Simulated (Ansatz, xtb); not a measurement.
Two isomers of C5H8FNO

We compare X, `O=C1CC[C@H](F)CN1`, a singlet, with Y, `C[C@]1(F)CNC(=O)C1`, a singlet. Both are isolated molecules in the gas phase, relaxed with B3LYP-D3(BJ)/def2-SVP; each stands in its lowest conformer found.

X (Å):

```xyz
16

C    -1.5754    1.1589    1.1656
C    -0.7432    1.8269    0.0795
C     0.2581    0.8930   -0.6000
C    -0.4512   -0.3722   -1.0519
C    -1.0779   -1.1033    0.1242
F    -1.4506   -0.0214   -1.9577
N    -1.7294   -0.1995    1.0551
O    -2.1108    1.7911    2.0576
H    -0.2598    2.7028    0.5328
H    -1.4572    2.2055   -0.6702
H     0.7301    1.3846   -1.4641
H     1.0659    0.6099    0.0962
H     0.2355   -1.0590   -1.5746
H    -0.2813   -1.6841    0.6289
H    -1.8080   -1.8292   -0.2704
H    -2.3021   -0.6051    1.7892
```

Y (Å):

```xyz
16

C    -1.2123   -0.7944    1.3041
C    -1.2471    0.5608    0.6191
C    -1.8620    0.4946   -0.7996
C     0.4871    0.7240   -1.0667
C     0.1475    1.1415    0.3658
F    -2.0123    1.4189    1.4030
N    -0.6957    0.3316   -1.6417
O     1.5715    0.7424   -1.6040
H    -2.2350   -1.1728    1.4512
H    -0.7222   -0.7118    2.2854
H    -0.6523   -1.5169    0.6913
H    -2.4047    1.4385   -0.9921
H    -2.5718   -0.3404   -0.9081
H    -0.7363    0.1061   -2.6293
H     0.0956    2.2420    0.4046
H     0.9209    0.8089    1.0709
```

Energies in hartree; the thermal terms are from GFN2-xTB frequencies at re-optimised GFN2-xTB minima (ideal gas, soft modes damped towards free rotors, one conformer each, 298.15 K, 1 atm) and include the zero-point energy:

```
                              X           Y
E, CCSD(T)/def2-SVP  −423.750257  −423.753603
    E, MP2/def2-SVP  −423.653633  −423.657458
  E, MP2/def2-TZVPP  −424.445377  −424.449767
  zero-point energy     0.128288     0.126799
       H(298 K) − E     0.136577     0.135494
       G(298 K) − E     0.096324     0.094730
```

Correct the CCSD(T) difference for the basis set by the MP2 change, then work out ΔE, ΔE₀, ΔH and ΔG for X → Y in kJ/mol (1 Eh = 2625.50 kJ/mol) and the equilibrium ratio [Y]/[X].

1. Differences Y − X: CCSD(T) −0.003346, MP2 in the small set −0.003825, MP2 in the large set −0.004390 Eh.
2. ΔE = −0.003346 + (−0.004390 − (−0.003825)) = −0.003911 Eh = −10.27 kJ/mol.
3. ΔE₀ = ΔE + ΔZPE = −0.003911 + (−0.001489) Eh = −14.18 kJ/mol.
4. ΔH = ΔE + (−0.001083) Eh = −13.11 kJ/mol.
5. ΔG = ΔE + (−0.001594) Eh = −14.45 kJ/mol, so ΔS = (ΔH − ΔG)/T = +4.5 J/(mol K).
6. kT = 0.9442 mEh, so K = [Y]/[X] = exp(−ΔG/kT) = exp(+5.83) ≈ 340.

Structure Y is favoured at this temperature. An error of 4 kJ/mol in ΔG would change K by a factor of 5. Mirror images and further conformers aren't counted.

As drawn, both hold the same kinds of bond in the same numbers. Structure X has 0 methyl groups, Y 1. Structure X has a 6-membered ring, Y a 5-membered ring.

Other levels gave ΔE = −17.4 (GFN2-xTB); −17.9 (HF/STO-3G, GFN2-xTB geometries); −7.3 (r2SCAN-D4/def2-SVP, GFN2-xTB geometries); −4.9 (B3LYP-D3(BJ)/def2-SVP); −4.6 (HF/def2-SVP); −10.0 (MP2/def2-SVP); −8.8 (CCSD(T)/def2-SVP) kJ/mol. The correlated steps freeze 8 core orbitals. Programs: Ansatz 0.2.0, xtb 6.7.1.
